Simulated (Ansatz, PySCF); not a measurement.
Species: HS$_{2}$O, charge 1, multiplicity 1. SMILES: [S+]([O-])=[SH+]
Coordinates optimised at B3LYP-D3(BJ)/def2-TZVP (Ansatz, a first-principles code):
```
S
O 1 1.4347
S 1 2.0141 2 113.68
H 3 1.3600 1 94.72 2 0.00
```
Charge +1, spin multiplicity 1.

Unscaled harmonic wavenumbers (cm⁻¹) in rising order, each level at the stationary point that it reaches from this structure (no distance between atoms moves by over 0.3 Å); the order of modes can differ between levels, and a negative number is imaginary. B3LYP-D3(BJ)/def2-TZVP (PySCF, at the structure above): 334, 458, 549, 827, 1286, 2570.

HF/3-21G (Ansatz): 247, 254, 356, 886, 1209, 2559. Zero-point energy 7.9 against 8.6 kcal/mol; where all levels lie over 400 cm⁻¹, the wavenumbers are on average 1.002 times those of B3LYP-D3(BJ)/def2-TZVP.

HF/6-31G* (Ansatz): 383, 472, 642, 1000, 1453, 2874. Zero-point energy 9.8 against 8.6 kcal/mol; where all levels lie over 400 cm⁻¹, the wavenumbers are on average 1.152 times those of B3LYP-D3(BJ)/def2-TZVP.
